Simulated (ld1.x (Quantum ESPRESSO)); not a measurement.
Cutoff test, copper, TM

```json
{
  "Element": "copper",
  "Generator": "ld1.x (Quantum ESPRESSO) 7.5",
  "Type": "norm-conserving Troullier–Martins (Kleinman–Bylander form)",
  "Functional": "PBE",
  "Relativity": "fully relativistic",
  "Frozen core": "[Ne] 3s2",
  "Valence charge": "17",
  "Reference configuration": "3p6 3d9.5 4s0 4p0 (charge +1.5)",
  "Partial waves": "4s (bound, empty): rc 1.55 bohr; 3p (bound): rc 1.15 bohr; 4f channel at 0.4 Ry: rc 1.20 bohr; 3d (bound): rc 1.05 bohr",
  "Local potential": "the d channel",
  "Core correction": "none"
}
```

Open shells are filled in proportion to 2j + 1 (rel_dist='average').

The pseudo-atom Hamiltonian at the reference potential is diagonalised in spherical Bessel functions j_l(qr) that vanish at 20 bohr, with q² up to the cutoff. All-electron valence levels (Ry): 4s -1.2404, 3p1/2 -6.6473, 4p1/2 -0.7914, 3p3/2 -6.4574, 4p3/2 -0.7819, 3d3/2 -1.5692, 3d5/2 -1.5482.

How do the lowest levels (Ry) of each channel move with the cutoff, and are there ghosts?

```json
{"cutoff (Ry)": "8", "s #1": "-1.2736", "s #2": "-0.3914", "p1/2 #1": "-2.2429", "p1/2 #2": "-0.4893", "p1/2 #3": "-0.2087", "p3/2 #1": "-2.2361", "p3/2 #2": "-0.4887", "f5/2 #1": "-0.1444", "f5/2 #2": "-0.0452", "f7/2 #1": "-0.1444", "f7/2 #2": "-0.0452", "d3/2 #1": "-0.3860", "d3/2 #2": "-0.1761", "d5/2 #1": "-0.3860", "Σ f·Δε (mRy)": "36814.3"}
{"cutoff (Ry)": "25", "s #1": "-14.5069", "s #2": "-1.2329", "p1/2 #1": "-5.1499", "p1/2 #2": "-0.7008", "p1/2 #3": "-0.2598", "p3/2 #1": "-5.0717", "p3/2 #2": "-0.6970", "f5/2 #1": "-0.1445", "f5/2 #2": "-0.0453", "f7/2 #1": "-0.1445", "f7/2 #2": "-0.0453", "d3/2 #1": "-0.4272", "d3/2 #2": "-0.1899", "d5/2 #1": "-0.4272", "Σ f·Δε (mRy)": "19266.8"}
{"cutoff (Ry)": "50", "s #1": "-23.1648", "s #2": "-1.2393", "p1/2 #1": "-6.4788", "p1/2 #2": "-0.7749", "p1/2 #3": "-0.2768", "p3/2 #1": "-6.3118", "p3/2 #2": "-0.7673", "f5/2 #1": "-0.1445", "f5/2 #2": "-0.0453", "f7/2 #1": "-0.1445", "f7/2 #2": "-0.0453", "d3/2 #1": "-0.5321", "d3/2 #2": "-0.2212", "d5/2 #1": "-0.5321", "Σ f·Δε (mRy)": "10651.4"}
{"cutoff (Ry)": "100", "s #1": "-26.0760", "s #2": "-1.2403", "p1/2 #1": "-6.6467", "p1/2 #2": "-0.7858", "p1/2 #3": "-0.2793", "p3/2 #1": "-6.4569", "p3/2 #2": "-0.7769", "f5/2 #1": "-0.1445", "f5/2 #2": "-0.0453", "f7/2 #1": "-0.1445", "f7/2 #2": "-0.0453", "d3/2 #1": "-1.2139", "d3/2 #2": "-0.3014", "d5/2 #1": "-1.2139", "Σ f·Δε (mRy)": "3259.0"}
{"cutoff (Ry)": "180", "s #1": "-26.3519", "s #2": "-1.2404", "p1/2 #1": "-6.6473", "p1/2 #2": "-0.7861", "p1/2 #3": "-0.2794", "p3/2 #1": "-6.4574", "p3/2 #2": "-0.7772", "f5/2 #1": "-0.1445", "f5/2 #2": "-0.0453", "f7/2 #1": "-0.1445", "f7/2 #2": "-0.0453", "d3/2 #1": "-1.5531", "d3/2 #2": "-0.3157", "d5/2 #1": "-1.5531", "Σ f·Δε (mRy)": "32.5"}
{"cutoff (Ry)": "400", "s #1": "-26.3564", "s #2": "-1.2404", "p1/2 #1": "-6.6473", "p1/2 #2": "-0.7861", "p1/2 #3": "-0.2794", "p3/2 #1": "-6.4574", "p3/2 #2": "-0.7772", "f5/2 #1": "-0.1445", "f5/2 #2": "-0.0453", "f7/2 #1": "-0.1445", "f7/2 #2": "-0.0453", "d3/2 #1": "-1.5565", "d3/2 #2": "-0.3159", "d5/2 #1": "-1.5565", "Σ f·Δε (mRy)": "0.0"}
```

Result: ghost state, extra bound levels that the all-electron valence spectrum of the same l lacks: s at -358.6 eV (a true bound ghost makes a file unfit for plane-wave use); 10 mRy is reached at 200 Ry and 1 mRy at over 300 Ry.
